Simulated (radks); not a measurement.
Values are calculated unless marked as measured or tabulated.
Spherical quantum dot in the effective-mass picture: electrons in a well V = -V0 / (1 + exp((r - R)/a)) with V0 = 17.9, R = 2.75, a = 0.23, with a point charge +2 (a donor) at the centre, all in effective atomic units (hartree* = m*/eps^2 hartree, bohr* = eps/m* bohr), one dielectric constant everywhere. Level of theory: non-relativistic Kohn-Sham, PBEsol, spin-polarised, spherical densities (a radial shooting solver with Libxc functionals). Levels are named by radial order and angular momentum (1s, 1p, 1d, 2s, ...), and open shells are averaged over m.

N = 17, configuration 1s2 1p6 1d(up 5, down 2) 2s2. This is the lowest configuration that the search found. Occupied and some empty levels:

level    occupation  eigenvalue (hartree*)  <r> (bohr*)
1s up             1                -9.7722        1.290
1s down           1                -9.7282        1.266
1p up             3                -9.0414        1.702
1p down           3                -8.9756        1.698
2s up             1                -8.3259        1.250
2s down           1                -8.2918        1.268
1d up             5                -8.2563        1.835
1d down           2                -8.1867        1.835
1f up             0                -7.2848        1.933
1f down           0                -7.2143        1.934
2p up             0                -6.3928        1.489
2p down           0                -6.3521        1.487
1g up             0                -6.1412        2.014
1g down           0                -6.0712        2.016

Energy (hartree*): total -222.771, kinetic 27.380, external -318.40, Hartree 77.895, exchange-correlation -9.6495.

Electron density:

r (bohr*)  n(r) (e/bohr*^3)
0.0696                4.029
0.332                 1.465
0.594                0.5959
0.856                0.3312
1.12                 0.3051
1.38                 0.3590
1.64                 0.3860
1.91                 0.3189
2.17                 0.1773
2.43                0.05783
2.69                0.01019
2.95               0.001050
3.22             0.00007772
3.48              5.078e-06
